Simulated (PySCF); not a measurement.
C5H13B.
Geometry (GFN2-xTB, Å), atoms numbered from 1 in this order:
```
atom  x, y, z in Å
B1     3.358   -0.697   -0.328
C2     1.968   -0.541    0.378
C3     0.805   -0.032   -0.477
C4    -0.504    0.021    0.308
C5    -1.666    0.549   -0.531
C6    -2.975    0.544    0.250
H7     3.496   -0.455   -1.463
H8     4.273   -1.068    0.299
H9     1.687   -1.509    0.809
H10    2.079    0.116    1.248
H11    1.041    0.966   -0.854
H12    0.678   -0.687   -1.342
H13   -0.750   -0.983    0.666
H14   -0.376    0.662    1.184
H15   -1.441    1.566   -0.859
H16   -1.776   -0.070   -1.425
H17   -3.787    0.935   -0.358
H18   -2.888    1.159    1.143
H19   -3.231   -0.468    0.557
```

PySCF, density fitting, gas phase, GFN2-xTB geometry. The standard run uses grid level 2 after a coarse-grid start, the def2-universal JK fitting basis (with tight functions added where the orbital basis needs them), an energy threshold of 1e-9 Eh and DIIS. The changed runs have no coarse-grid stage.

Standard PBE0/pcSseg-1: E = -222.868389 Eh, HOMO -8.402 eV, LUMO -1.268 eV, dipole 0.520 D, 12 cycles (coarse-grid cycles included). What changes at PBE0/pcSseg-1 with: fitting basis def2-qzvpp-jkfit, energy threshold 1e-11 Eh?

E = -222.868404 Eh (-0.015 mEh), HOMO -8.402 eV (0.000), LUMO -1.268 eV (0.000), dipole 0.520 D (0.000), 11 SCF cycles. The result matches the standard run within 0.02 mEh and 0.003 eV.

The cycles:
```
cycle   1  E = -222.8177147290  dE =  2.659e-01  |g| = 4.193e-01  |ddm| = 3.540e+00
cycle   2  E = -222.8128086349  dE =  4.906e-03  |g| = 4.549e-01  |ddm| = 7.976e-01
cycle   3  E = -222.8682212643  dE = -5.541e-02  |g| = 2.562e-02  |ddm| = 4.239e-01
cycle   4  E = -222.8683599722  dE = -1.387e-04  |g| = 1.254e-02  |ddm| = 4.034e-02
cycle   5  E = -222.8684013489  dE = -4.138e-05  |g| = 3.371e-03  |ddm| = 1.416e-02
cycle   6  E = -222.8684039449  dE = -2.596e-06  |g| = 7.809e-04  |ddm| = 2.935e-03
cycle   7  E = -222.8684041025  dE = -1.576e-07  |g| = 7.752e-05  |ddm| = 7.813e-04
cycle   8  E = -222.8684041040  dE = -1.459e-09  |g| = 2.782e-05  |ddm| = 1.019e-04
cycle   9  E = -222.8684041041  dE = -1.788e-10  |g| = 7.131e-06  |ddm| = 2.736e-05
cycle  10  E = -222.8684041042  dE = -1.336e-11  |g| = 1.042e-06  |ddm| = 7.056e-06
cycle  11  E = -222.8684041042  dE = -1.705e-13  |g| = 3.489e-07  |ddm| = 1.401e-06
```
